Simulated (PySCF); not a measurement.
**C6H9S: g tensor and hyperfine couplings**

C₆H₉S (doublet state).
SMILES with atom numbers: `[CH:1]#[C:2][C@H:3]([CH:4][CH3:5])[CH2:6][SH:7]` (hydrogens: H8 on C1; H9 on C3; H10 on C4; H11, H12, H13 on C5; H14, H15 on C6; H16 on S7)

Structure used (GFN2-xTB), in Å, numbered top down from 1:
```xyz
16
C6H9S angstrom
C      0.6900    2.9649   -0.0208
C      0.5145    1.7814   -0.0442
C      0.2788    0.3437   -0.0429
C     -1.0797    0.0523    0.4713
C     -1.9104   -1.0277   -0.0929
C      1.3960   -0.3012    0.8197
S      1.3769   -2.1199    0.7595
H      0.8417    4.0030   -0.0156
H      0.3821   -0.0328   -1.0692
H     -1.3872    0.5388    1.3812
H     -1.7596   -1.1230   -1.1689
H     -1.6511   -1.9977    0.3536
H     -2.9664   -0.8527    0.1069
H      1.2554   -0.0458    1.8695
H      2.3783    0.0441    0.4940
H      1.6332   -2.2186   -0.5451
```

The hyperfine couplings belong to this conformer and change with its torsions.

Theory: PySCF, UKS B3LYP, pcH-1 on C H S, non-relativistic, mean-field spin-orbit, GIAO. The structure is a single GFN2-xTB conformer in the gas phase; no vibrational or solvent corrections. The geometry wasn't refined by DFT: couplings that depend on bond lengths, twists or pyramidal angles can differ widely from those at the functional's own minimum. Stability of the SCF solution: not tested.

| Quantity | Value |
| --- | --- |
| g1, g2, g3 | 2.00216, 2.00266, 2.00294 |
| g_iso | 2.00259 |
| Form of g | rhombic: the two nearest values differ by 36 % of g3 − g1 |
| ⟨S²⟩ | 0.7539 (exact 0.7500) |
| α and β electrons | 31, 30 |
| HOMO–LUMO gap, α and β orbitals | 5.58, 5.07 eV |
| Total energy | -632.14261 Eh |

Hyperfine couplings atom by atom, in MHz; T1 to T3 are the principal values of the dipolar part:

```
atom  isotope  a_iso  of which spin–orbit     T1     T2     T3  Mulliken spin population
  C1      13C    3.6                  0.0   -2.6   -0.3    2.9                      0.01
  C2      13C   42.8                  0.0   -2.7   -1.7    4.4                      0.01
  C3      13C  -31.3                  0.0   -2.0   -0.6    2.6                     -0.07
  C4      13C  101.4                 -0.1  -81.6  -80.9  162.5                      1.02
  C5      13C  -34.2                  0.0   -2.6    0.4    2.3                     -0.09
  C6      13C   81.4                  0.0   -5.2   -5.0   10.2                      0.04
  S7      33S    0.4                  0.0   -0.5   -0.1    0.6                      0.00
  H8       1H   -0.6                  0.0   -1.6   -0.7    2.3                      0.00
  H9       1H   11.0                  0.0   -5.4   -3.9    9.3                      0.01
 H10       1H  -62.5                  0.0  -38.5   -0.9   39.4                     -0.04
 H11       1H   39.6                  0.0   -4.7   -4.3    8.9                      0.02
 H12       1H  165.1                  0.0   -5.8   -2.8    8.6                      0.07
 H13       1H   39.9                  0.0   -4.8   -4.4    9.2                      0.01
 H14       1H   -2.5                  0.0   -5.2   -2.2    7.4                      0.00
 H15       1H   18.2                  0.0   -3.2   -1.6    4.8                      0.01
 H16       1H    1.1                  0.0   -1.6   -1.2    2.8                      0.00
```

The Mulliken spin populations are largest on C4 (+1.02), C5 (-0.09), C3 (-0.07) and H12 (+0.07). No atom but C4 exceeds +0.15. The positive populations add up to 1.21 and the negative ones to -0.21, together 2S = 1. The angles at C4 add up to 359.2°, so it is planar; its axial dipolar tensor and the negative coupling of its proton fit spin in a p orbital normal to that plane.

Under fast tumbling the dipolar parts average out, and these isotropic splittings remain: 3 × 1H (H11/H12/H13, I = 1/2, 4 lines) with 2.91 mT, 1 × 1H (H10, I = 1/2, 2 lines) with 2.23 mT, 1 × 1H (H15, I = 1/2, 2 lines) with 0.65 mT, 1 × 1H (H9, I = 1/2, 2 lines) with 0.39 mT, 1 × 1H (H14, I = 1/2, 2 lines) with 0.09 mT and 1 × 1H (H16, I = 1/2, 2 lines) with 0.04 mT.

Means are taken over nuclei equivalent by connectivity, which assumes that they swap fast. The three 1H nuclei of mean +81.5 MHz run from 39.6 to 165.1 MHz in the frozen geometry.

The 13C coupling of C4 (101.4 MHz) shows only in satellite lines or after enrichment, since that isotope makes up about 1.07 % of natural carbon.

Examples of negative spin density at the nucleus (bohr⁻³): C5 (-0.0304), C3 (-0.0278) and H10 (-0.0140).
